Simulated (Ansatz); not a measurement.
A CCSD(T) single point on `C=C[Si](C)(F)Cl`.

```yaml
crystal:
  periodic: [false, false, false]
  atoms:
    - {symbol: C, position_ang: [-1.912406, 0.309412, 0.084066]}
    - {symbol: C, position_ang: [-0.856969, 1.115263, 0.162925]}
    - {symbol: Si, position_ang: [0.876348, 0.503561, 0.021923]}
    - {symbol: C, position_ang: [1.029076, -1.314769, -0.256935]}
    - {symbol: F, position_ang: [1.595359, 1.274798, -1.177423]}
    - {symbol: Cl, position_ang: [1.902049, 1.033696, 1.719847]}
    - {symbol: H, position_ang: [-1.809496, -0.760831, -0.072066]}
    - {symbol: H, position_ang: [-2.930019, 0.678427, 0.173588]}
    - {symbol: H, position_ang: [-1.023651, 2.178553, 0.325693]}
    - {symbol: H, position_ang: [0.529045, -1.608093, -1.183270]}
    - {symbol: H, position_ang: [2.083518, -1.587609, -0.335928]}
    - {symbol: H, position_ang: [0.594145, -1.877510, 0.571482]}
basis:
  gaussian: {orbitals: def2-TZVPP}
correlation: {method: ccsd_t}
```

```sh
$ ansatz run in.yaml --threads 2 --pin off --events-out ev --progress --plain --max-ram 22528MiB --backend cuda --devices 0, --max-vram 18GiB
```

The program prints (abridged):

```
Functional definition: HF
1726 factors; integrals over basis functions are off by at most 1.1e-3 eV
mean field evaluation 1: about -26260.6308 eV, gradient 4.1e1 eV
mean field evaluation 2: about -26260.9231 eV, gradient 4.1e1 eV
mean field evaluation 4: about -26264.7558 eV, gradient 4.3e0 eV
mean field evaluation 8: about -26264.8190 eV, gradient 2.2e-1 eV
mean field -26264.81923028 eV, -965.2143037788 hartree, gradient 8.3e-6 eV, S^2 0.000000; 0 other end points of the search recorded, 0 dependent functions left out
14 core orbitals not correlated: weight in the atoms' cores, before any rotation towards them, 1.000 or more for the frozen orbitals, at most 0.000 for the correlated occupied ones
reference -26264.81923028 eV, -965.2143037788 hartree; 18, 18 occupied and 260, 260 virtual orbitals, 1726 factors
second order -28.60494319 eV of doubles, -0.00000000 eV of singles
cycle   1  -29.26296672 eV  change   -6.6e-1 eV  update   1.1e-1
cycle   2  -29.89063331 eV  change   -6.3e-1 eV  update   3.2e-2
cycle   3  -30.03070589 eV  change   -1.4e-1 eV  update   1.6e-2
cycle   4  -30.02221158 eV  change    8.5e-3 eV  update   4.0e-3
cycle   5  -30.02066221 eV  change    1.5e-3 eV  update   1.7e-3
cycle   6  -30.02157167 eV  change   -9.1e-4 eV  update   4.8e-4
cycle   7  -30.02157197 eV  change   -3.0e-7 eV  update   1.9e-4
cycle   8  -30.02151832 eV  change    5.4e-5 eV  update   5.5e-5
cycle   9  -30.02154281 eV  change   -2.4e-5 eV  update   2.3e-5
perturbative correction -1.19885592 eV, -0.0440571426 hartree
Total energy: -26296.03962901 eV, -966.3616322704 hartree
```

Run time 7.5 s (2 threads of an AMD EPYC 7R13 on a shared host and a share of an NVIDIA H100 80 GB); peak host memory 0.86 GiB.

MP2 recovers 91.6 % of the CCSD(T) correlation energy and the triples give 3.8 %; T1 = 0.0107.
